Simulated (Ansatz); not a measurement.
Energy difference R1 + R2 → P1, each structure at its B3LYP-D3(BJ)/def2-TZVP stationary point, reached from a drawn start (curvature not checked).
R1, GeO (SMILES [O+]#[Ge-]) (charge 0, multiplicity 1, Z-matrix in Å and degrees):
```
Ge
O 1 1.6325
```
P1: GeH2O2 (SMILES [OH][Ge][OH]), charge 0, multiplicity 1.
R2: H2O (SMILES O), charge 0, multiplicity 1.

P less R. No zero-point or thermal terms; no spin–orbit coupling.

Frozen-core correlation throughout. In cc and def2 sets filled d and f shells under p-block atoms count as core.

Run with Ansatz (a program for electronic structure) with Gaussian orbitals. All values are computed, each at the level named.

Total energies in hartree:

| structure | PBE/def2-TZVPP | B3LYP/def2-TZVPP | CCSD(T)/cc-pVQZ |
|---|---|---|---|
| R1 | -2151.880612 | -2152.310892 | -2150.677201 |
| P1 | -2228.315426 | -2228.832904 | -2227.092379 |
| R2 | -76.380147 | -76.466662 | -76.359711 |

Q: Work out the reaction energy at each level in kcal/mol (1 hartree = 627.50947 kcal/mol), and say how far PBE/def2-TZVPP lies from CCSD(T)/cc-pVQZ.

A: 
- PBE/def2-TZVPP: (-2228.315426) − (-2151.880612) − (-76.380147) = -0.054667 hartree = -34.30 kcal/mol
- B3LYP/def2-TZVPP: (-2228.832904) − (-2152.310892) − (-76.466662) = -0.055350 hartree = -34.73 kcal/mol
- CCSD(T)/cc-pVQZ: (-2227.092379) − (-2150.677201) − (-76.359711) = -0.055467 hartree = -34.81 kcal/mol
PBE/def2-TZVPP less CCSD(T)/cc-pVQZ: 0.51 kcal/mol. CCSD(T)/cc-pVQZ is the level counted from, the highest shown, and no exact or measured value.
